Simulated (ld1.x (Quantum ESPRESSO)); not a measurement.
## carbon (C) TM: all-electron and pseudo phase curves

```json
{
  "Element": "carbon",
  "Generator": "ld1.x (Quantum ESPRESSO) 7.5",
  "Type": "norm-conserving Troullier–Martins (Kleinman–Bylander form)",
  "Functional": "PBE",
  "Relativity": "non-relativistic",
  "Frozen core": "[He]",
  "Valence charge": "4",
  "Reference configuration": "2s1.5 2p2.5",
  "Partial waves": "2s (bound): rc 0.90 bohr; 3d channel at 0.1 Ry: rc 2.00 bohr; 2p (bound): rc 2.35 bohr",
  "Local potential": "the p channel",
  "Core correction": "none"
}
```

The phase is arctan(r·u′/u) with u = r·R(r), unwrapped; energies in Ry, scanned from -3 to 5 Ry. A pole is an energy at which the radial function vanishes at the test radius. The pseudo phase is shifted by a multiple of π to meet the all-electron one at the reference energy, and phase errors are pseudo minus all-electron; the curves can meet again beyond the range given. Levels narrower than the energy grid can be missing from the lists of poles.

Task: For each channel, where are the poles, and over which energies does the pseudopotential scatter like the atom?

Result:

```csv
channel,radius (bohr),reference energy (Ry),"poles, all-electron","poles, pseudo",unbroken range about the reference energy with phases within 0.05 rad,phase error 1 Ry above the reference energy (rad)
s,2.56,-1.03,-0.65,"-0.65, 4.90",below 1.0,+0.011
p,2.56,-0.40,"0.02, 4.83",0.04,below 0.9,+0.027
d,2.56,0.10,3.23,3.02,below 3.6,-0.014
```

Phases in the s channel:

```tsv
E (Ry)	all-electron	pseudo
-3.00	1.306	1.308
-2.76	1.288	1.290
-2.52	1.264	1.267
-2.28	1.232	1.236
-2.04	1.185	1.189
-1.80	1.107	1.112
-1.56	0.942	0.950
-1.32	0.409	0.421
-1.08	-0.935	-0.934
-0.84	-1.434	-1.432
-0.60	-1.598	-1.594
-0.36	-1.685	-1.679
-0.12	-1.747	-1.738
0.12	-1.801	-1.788
0.36	-1.855	-1.837
0.60	-1.917	-1.891
0.84	-1.994	-1.956
1.08	-2.100	-2.041
1.32	-2.260	-2.163
1.56	-2.523	-2.353
1.80	-2.955	-2.671
2.04	-3.494	-3.160
2.28	-3.914	-3.675
2.52	-4.168	-4.028
2.76	-4.320	-4.238
3.00	-4.420	-4.369
3.24	-4.489	-4.457
3.48	-4.540	-4.520
3.72	-4.579	-4.568
3.96	-4.611	-4.606
4.20	-4.638	-4.638
4.44	-4.660	-4.666
4.68	-4.681	-4.691
4.92	-4.699	-4.715
```
